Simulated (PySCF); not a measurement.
Cl2Sb (SMILES [Cl][Sb+][Cl]), charge +1, singlet, geometry from GFN2-xTB (all electrons, no relativity), with bond 3-1 at 1.8 times its length; HF/STO-3G in PySCF.

The PySCF input:
```python
from pyscf import gto, scf

mol = gto.Mole()
mol.atom = '''
    Sb    0.37750143   -0.02033636    0.45805429
    Cl    0.77066814    0.35397311   -1.77453146
    Cl   -3.72771152   -0.51106618    0.35422003
'''
mol.basis = 'sto-3g'
mol.charge = 1
mol.verbose = 5
mol.build()

mf = scf.RHF(mol)
mf.kernel()
mo_i, mo_e, stable_i, stable_e = mf.stability(internal=True, external=True, return_status=True, nroots=6, tol=1e-6)
print('internally stable:', stable_i, ' externally stable:', stable_e)
if not stable_e:
    umf = mf.to_uhf() if not hasattr(mf, 'xc') else mf.to_uks()
    umf.scf_summary = {}
    umf.kernel(umf.make_rdm1(mo_e, umf.mo_occ))
```

What the program printed (banner, timings and long lists left out):

```
PySCF version 2.14.0

[INPUT] verbose = 5
[INPUT] max_memory = 4000
[INPUT] num. atoms = 3
[INPUT] num. electrons = 84
[INPUT] charge = 1
[INPUT] spin (= nelec alpha-beta = 2S) = 0
[INPUT] symmetry False subgroup None
[INPUT] Mole.unit = angstrom
[INPUT] Symbol           X                Y                Z      unit          X                Y                Z       unit  Magmom
[...]
[INPUT] ---------------- BASIS SET ----------------
[INPUT] l, kappa, [nprim/nctr], expnt,             c_1 c_2 ...
[INPUT] Cl
[...]
                                109.5358542       0.5353281423
                                29.64467686       0.4446345422
[...]
                                9.053563477       0.3995128261
                                2.944499834       0.7001154689
[...]
                                0.5940934274      0.2255954336
                                0.232524141       0.900398426
[...]
                                9.053563477       0.6076837186
                                2.944499834       0.3919573931
[...]
                                0.5940934274      0.5951670053
                                0.232524141       0.462001012
[INPUT] Sb
[...]
                                1017.676657       0.5353281423
                                275.4230189       0.4446345422
[...]
                                114.3749494       0.3995128261
                                37.19828336       0.7001154689
[...]
                                19.07114112       0.2175436044
                                7.358239131       0.9166769611
[...]
                                2.383366187       0.0576109534
                                1.049163663       1.115578745
[...]
                                0.3515585034      -0.1972567438
                                0.1552895732      1.375495512
[...]
                                114.3749494       0.6076837186
                                37.19828336       0.3919573931
[...]
                                19.07114112       0.5777664691
                                7.358239131       0.4846460366
[...]
                                2.383366187       0.5852047641
                                1.049163663       0.543944204
[...]
                                0.3515585034      0.629032369
                                0.1552895732      0.6662832743
[...]
                                19.07114112       0.6555473627
                                7.358239131       0.286573259
[...]
converged SCF energy = -7160.09362530664
<class 'pyscf.scf.hf.RHF'> wavefunction has an internal instability
<class 'pyscf.scf.hf.RHF'> wavefunction has an real -> complex instability
<class 'pyscf.scf.hf.RHF'> wavefunction has an RHF/RKS -> UHF/UKS instability
internally stable: False  externally stable: False
[...]
 -8.10162790e+00 -7.91113401e+00 -7.90692426e+00 -7.90456221e+00
 -5.82811844e+00 -4.52832045e+00 -4.52216063e+00 -4.52065212e+00
 -1.68066156e+00 -1.67729356e+00 -1.67603679e+00 -1.67354613e+00
 -1.67140376e+00 -1.28291083e+00 -1.04852862e+00 -8.26656713e-01
 -6.77021255e-01 -6.76854683e-01 -6.44654555e-01 -5.03215667e-01
 -4.43508202e-01 -4.17390080e-01 -2.92423166e-01 -2.79187018e-01
 -7.38811617e-02]
multiplicity <S^2> = 1.041489  2S+1 = 2.2728739
E1 = -10546.58515167522  E2 = 3045.5929640533714  Ecoul = 3264.6467636266725  Exc = -219.05379957330115
cycle= 34 E= -7160.09953958634  delta_E= -9.5e-10  |g|= 8.4e-06  |ddm|= 0.000181
  alpha mo_energy =
[-1.07427605e+03 -1.61680073e+02 -1.53325631e+02 -1.53325504e+02
 -1.53325418e+02 -1.03983055e+02 -1.03779889e+02 -3.20084405e+01
 -2.89720974e+01 -2.89711460e+01 -2.89709720e+01 -2.03147124e+01
 -2.03143329e+01 -2.03142931e+01 -2.03130416e+01 -2.03129562e+01
 -1.06638404e+01 -1.04696400e+01 -8.10742780e+00 -8.10179869e+00
 -8.10176283e+00 -7.91336176e+00 -7.91122066e+00 -7.90775673e+00
 -5.82714247e+00 -4.52543145e+00 -4.52164730e+00 -4.52050844e+00
 -1.67966030e+00 -1.67638152e+00 -1.67517496e+00 -1.67321486e+00
 -1.67126233e+00 -1.28290871e+00 -1.07076947e+00 -8.16301606e-01
 -6.77632603e-01 -6.73713991e-01 -6.39982722e-01 -5.26906946e-01
 -5.09464616e-01 -4.13867455e-01 -2.93984330e-01 -2.36646957e-01
 -6.95721550e-02]
  beta  mo_energy =
[-1.07427621e+03 -1.61680191e+02 -1.53326076e+02 -1.53325517e+02
 -1.53325498e+02 -1.03983012e+02 -1.03778434e+02 -3.20087186e+01
 -2.89730224e+01 -2.89712956e+01 -2.89710000e+01 -2.03150310e+01
 -2.03145996e+01 -2.03145312e+01 -2.03130789e+01 -2.03129905e+01
 -1.06637887e+01 -1.04676425e+01 -8.10708751e+00 -8.10193081e+00
 -8.10162665e+00 -7.91114038e+00 -7.90693032e+00 -7.90456830e+00
 -5.82811523e+00 -4.52831730e+00 -4.52215752e+00 -4.52064876e+00
 -1.68065846e+00 -1.67729046e+00 -1.67603353e+00 -1.67354282e+00
 -1.67140051e+00 -1.28290941e+00 -1.04853317e+00 -8.26654623e-01
 -6.77020535e-01 -6.76853269e-01 -6.44652596e-01 -5.03219885e-01
 -4.43511432e-01 -4.17392804e-01 -2.92422791e-01 -2.79185776e-01
 -7.38790183e-02]
multiplicity <S^2> = 1.0414675  2S+1 = 2.272855
E1 = -10546.584910252279  E2 = 3045.5927226292206  Ecoul = 3264.646531522327  Exc = -219.05380889310663
Extra cycle  E= -7160.09953958755  delta_E= -1.21e-09  |g|= 1.97e-05  |ddm|= 8.99e-05
converged SCF energy = -7160.09953958755  <S^2> = 1.0414675  2S+1 = 2.272855
```
